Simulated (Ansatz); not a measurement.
Cost and result for the atomization energy of BClH₃NSi (`ClB1N[SiH2]1`) (7 atoms, 7 bonds).

The species carries charge 0 and has multiplicity 1. Geometry: relaxed with PBE0-D4/def2-TZVP. Program: Ansatz. All runs use 2 threads of an AMD EPYC 7B13 on a shared host. Times are those of one run each, without the atoms' runs, and a repeat can differ threefold. Electronic energies, without spin–orbit coupling; frozen cores. CCSD(T)/CBS adds CCSD(T) − MP2 in def2-TZVPP to the MP2 limit, and its time is that of the two runs behind it. T1 = 0.013. HSE06 is the plane-wave form, built on full-range PBE exchange.

CCSD(T)/CBS is a level of theory with its own doubt, some kJ/mol a heavy atom from the limit and from the frozen cores, so smaller differences don't rank the functionals.

```tsv
level	functions	wall time	atomization (kJ/mol)	difference from CCSD(T)/CBS	per bond
LDA (SPW92)/def2-TZVPP	188	1.2 s	2770.3	380.9	54.4
BLYP-D4/def2-TZVPP	188	1.7 s	2401.7	12.3	1.8
CCSD(T)/def2-SVP	79	1.7 s	2232.4	-157.0	-22.4
PBE-D4/def2-TZVPP (with forces)	188	2.2 s	2463.3	73.9	10.6
PBE0-D4/def2-TZVPP	188	2.3 s	2415.2	25.8	3.7
BHLYP-D4/def2-TZVPP	188	2.5 s	2330.0	-59.4	-8.5
HSE06-D4/def2-TZVPP	188	3 s	2417.3	27.9	4.0
CAM-B3LYP-D4/def2-TZVPP	188	3.1 s	2410.3	20.9	3.0
ωB97X-V/def2-TZVPP	188	6.5 s	2420.4	31.0	4.4
ωB97M-V/def2-TZVPP (with forces)	188	8.5 s	2421.1	31.7	4.5
MP2/def2-QZVPP	344	13 s	2418.8	29.4	4.2
CCSD(T)/def2-TZVPP	188	32 s	2313.1	-76.3	-10.9
CCSD(T)/CBS(def2)	–	45 s	2389.4	0.0	0.0
```

From PBE to PBE0 (25 % exact exchange), in def2-TZVPP and without D4, the atomization energy moves by −45.8 kJ/mol: exact exchange takes away binding that semilocal exchange gives to molecules. In def2-TZVPP, CCSD(T) changes the Hartree–Fock value by +611.4 kJ/mol (the triples alone add +46.2 kJ/mol) and MP2 by +671.5 kJ/mol; breaking electron pairs costs correlation energy, which Hartree–Fock lacks. Leaving LDA and LC-ωPBE aside and taking each functional with its dispersion term where it has one, the values spread over 133.3 kJ/mol, from BHLYP-D4 to PBE-D4. LDA lies +321.9 kJ/mol from PBE without D4, its usual overbinding.
